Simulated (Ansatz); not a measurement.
`C[Si](C)(C)[Si](C)(C)[Si](C)(C)C` was relaxed with PBE-D4 (def2-SVP) in Ansatz in these states: charge +1 doublet, neutral singlet. The geometries follow in no particular order.

A:

```csv
atom,x (Å),y (Å),z (Å)
C1,2.152,0.121,1.721
Si2,0.855,-1.155,1.262
C3,-0.514,-1.369,2.531
C4,1.627,-2.805,0.737
Si5,-0.239,-0.663,-0.882
C6,0.908,-0.892,-2.353
C7,-1.826,-1.656,-1.038
Si8,-0.648,1.729,-0.498
C9,-1.360,2.076,1.203
C10,-1.934,1.952,-1.873
C11,0.965,2.619,-0.866
H12,2.738,-0.270,2.581
H13,1.705,1.085,2.036
H14,2.865,0.307,0.892
H15,-0.060,-1.753,3.470
H16,-1.272,-2.106,2.199
H17,-1.024,-0.416,2.773
H18,0.874,-3.539,0.386
H19,2.405,-2.679,-0.041
H20,2.114,-3.227,1.646
H21,1.874,-0.367,-2.219
H22,1.111,-1.971,-2.519
H23,0.428,-0.508,-3.279
H24,-1.600,-2.744,-1.050
H25,-2.532,-1.456,-0.207
H26,-2.334,-1.423,-1.998
H27,-1.707,3.132,1.229
H28,-2.237,1.435,1.426
H29,-0.610,1.955,2.010
H30,-1.547,1.671,-2.873
H31,-2.182,3.038,-1.898
H32,-2.869,1.392,-1.673
H33,1.746,2.419,-0.106
H34,0.767,3.714,-0.861
H35,1.362,2.356,-1.867
```

B:

```xyz
35

C     1.160   -2.580    0.226
Si   -0.577   -1.888   -0.128
C    -1.649   -2.045    1.436
C    -1.374   -2.904   -1.526
Si   -0.449    0.373   -0.785
C     0.299    0.476   -2.541
C    -2.212    1.111   -0.802
Si    0.900    1.620    0.692
C     0.399    1.287    2.497
C     0.687    3.474    0.323
C     2.727    1.150    0.449
H     1.115   -3.664    0.462
H     1.627   -2.064    1.090
H     1.830   -2.450   -0.648
H    -1.732   -3.105    1.757
H    -2.675   -1.665    1.252
H    -1.221   -1.465    2.279
H    -2.391   -2.526   -1.764
H    -0.769   -2.852   -2.454
H    -1.467   -3.973   -1.240
H     1.319    0.042   -2.562
H    -0.323   -0.080   -3.273
H     0.371    1.529   -2.886
H    -2.876    0.551   -1.492
H    -2.665    1.074    0.210
H    -2.197    2.172   -1.129
H     0.978    1.927    3.196
H    -0.679    1.495    2.660
H     0.584    0.229    2.775
H     0.968    3.707   -0.725
H     1.325    4.090    0.991
H    -0.366    3.793    0.469
H     2.899    0.073    0.655
H     3.383    1.736    1.127
H     3.052    1.350   -0.592
```

Question: Judge from the bond lengths which geometry belongs to which state (an estimate).

Answer: A is the charge +1 doublet (Si2–Si5 2.457 Å, Si5–Si8 2.457 Å, Si5–C7 1.879 Å); B is the neutral singlet (Si2–Si5 2.357 Å, Si5–Si8 2.357 Å, Si5–C7 1.912 Å).
